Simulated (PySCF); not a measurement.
# Bond energies at r²SCAN/def2-TZVPP beside a composite method

PySCF, lowest determinants of a PBE0 search. The composite is CCSD(T) extrapolated to the basis-set limit from two correlation-consistent sets, with core-valence (CV) and scalar-relativistic (SR) terms as its label shows; it has no spin–orbit coupling and nothing beyond (T).

```csv
species,state (unpaired electrons),De r²SCAN (eV),De composite (eV),composite,dissociates to
SiI,doublet (π ↑),3.37,3.27,CCSD(T)/CBS(TQ),Si + I
NaCl,singlet (closed shell),4.19,4.15,CCSD(T)/CBS(DT)+CV+SR,Na + Cl
Si2,triplet (π ↑↑),3.38,3.30,CCSD(T)/CBS(TQ)+CV+SR,Si + Si
AsH,triplet (π ↑↑),3.00,2.87,CCSD(T)/CBS(DT),As + H
TeF,doublet (π ↑),3.59,3.58,CCSD(T)/CBS(TQ)+CV,Te + F
CaS,singlet (closed shell),4.04,3.26,CCSD(T)/CBS(DT)+CV,Ca + S
PbH,doublet (π ↑),2.49,2.53,CCSD(T)/CBS(DT),H + Pb
CaBr,doublet (σ ↑),4.21,3.60,CCSD(T)/CBS(DT),Ca + Br
```

Task: Does r²SCAN bind more or less than the composite, by how much on average, and where is the difference largest?

Result: r²SCAN/def2-TZVPP binds more on average, method and basis taken together: the mean signed difference is +0.21 eV and the mean absolute one 0.22 eV; it is largest for CaS (+0.78 eV).

The molecules are drawn from runs that passed checks on state, spin purity and fit, so the hardest cases are missing and the errors look smaller than over all diatomics.

Correlated steps freeze the inner cores (4 to 19 orbitals); shallow outer-core shells are correlated. These are scalar-relativistic numbers at best; spin–orbit coupling would shift them, the dissociation energy most. Where the molecule has an RHF reference, its open-shell atoms are computed with UHF. The CCSD T1 diagnostic is raised in CaS, a sign that a single reference may not be enough there. States were picked by a PBE0 search and need not be the measured ground states.
